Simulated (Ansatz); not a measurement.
Reaction (formal hydrolysis of the Si–N bond): `N[SiH2]S[SiH2]F` + H₂O → `O[SiH2]S[SiH2]F` + NH₃

Computed with Ansatz on PBE0-D4/def2-TZVP structures; ΔE is electronic, products minus reactants. CCSD(T)/CBS is the MP2 limit (def2-TZVPP, def2-QZVPP) plus CCSD(T) − MP2 in def2-TZVPP, frozen cores. This one scheme is used for every species. Functionals use def2-TZVPP. One conformer a species, not always the lowest.

```csv
level,ΔE (kJ/mol)
ωB97M-V,-41.0
B2PLYP,-43.8
```

What does CCSD(T)/CBS give? (Estimate.)

Computed: -38.9 kJ/mol. The listed levels differ from it by -2.1, -4.9 kJ/mol.

Largest T1 diagnostic among the species: 0.012.

The D4 term adds +3.2 kJ/mol with B3LYP and +1.8 kJ/mol with PBE0; it sums over pairs of atoms, weighted by their polarisabilities, and B3LYP, whose exchange is more repulsive, gets the larger term. In def2-TZVPP, CCSD(T) changes the Hartree–Fock value by +7.3 kJ/mol (the triples alone add +0.8 kJ/mol) and MP2 by +8.0 kJ/mol.

B3LYP here is the variant with VWN-RPA as its local correlation; programs differ in this.
